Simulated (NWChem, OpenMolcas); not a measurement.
## How methods differ on C2H5InO (SMILES C[C](=O)[InH2])

C2H5InO has 9 atoms, charge 0, and is taken as a singlet. As SMILES, `C[C](=O)[InH2]`. The shape is that of a PBE0-D4/def2-TZVP optimisation.

```xyz
9

C     0.3444    1.1880   -0.8391
C     0.6070   -0.0871   -0.0962
O     1.7058   -0.5903   -0.0516
In   -0.8478   -1.3048    1.0388
H     1.2553    1.5655   -1.3098
H    -0.4272    1.0111   -1.5951
H    -0.0587    1.9316   -0.1443
H    -1.5998   -2.6447    0.2546
H    -0.9789   -1.0694    2.7426
```

Each level gives the vertical ionisation energy (to the doublet cation) (eV). The values are calculated.

```json
{"level": "BLYP/def2-SVP (core potential)", "kind": "GGA", "program": "OpenMolcas", "value (eV)": "7.94", "CPU time (all runs)": "2.1 min"}
{"level": "revPBE/def2-SVP (core potential)", "kind": "GGA", "program": "OpenMolcas", "value (eV)": "8.00", "CPU time (all runs)": "2 min"}
{"level": "M06-L/def2-SVP (core potential)", "kind": "meta-GGA", "program": "OpenMolcas", "value (eV)": "8.08", "CPU time (all runs)": "2.9 min"}
{"level": "TPSS/def2-SVP (core potential)", "kind": "meta-GGA", "program": "OpenMolcas", "value (eV)": "8.06", "CPU time (all runs)": "3.1 min"}
{"level": "r2SCAN/def2-SVP (core potential)", "kind": "meta-GGA", "program": "OpenMolcas", "value (eV)": "8.14", "CPU time (all runs)": "2.9 min"}
{"level": "BHLYP/def2-SVP (core potential)", "kind": "global hybrid", "program": "OpenMolcas", "value (eV)": "8.23", "CPU time (all runs)": "1.9 min"}
{"level": "M06-2X/def2-SVP (core potential)", "kind": "hybrid meta-GGA", "program": "OpenMolcas", "value (eV)": "8.29", "CPU time (all runs)": "2.8 min"}
{"level": "MP2/def2-SVP (core potential)", "kind": "perturbation theory", "program": "NWChem", "value (eV)": "8.48", "CPU time (all runs)": "79 s"}
```

Spin-orbit coupling, which can split open shells on such heavy atoms by tenths of an eV, is left out. The values span 7.94 to 8.48 eV. In the correlated wave-function rows the outer d shell of In is correlated, in sets not made for it. Times are those of the runs behind each value, whatever else they computed, on shared processors of several kinds: orders of magnitude only.
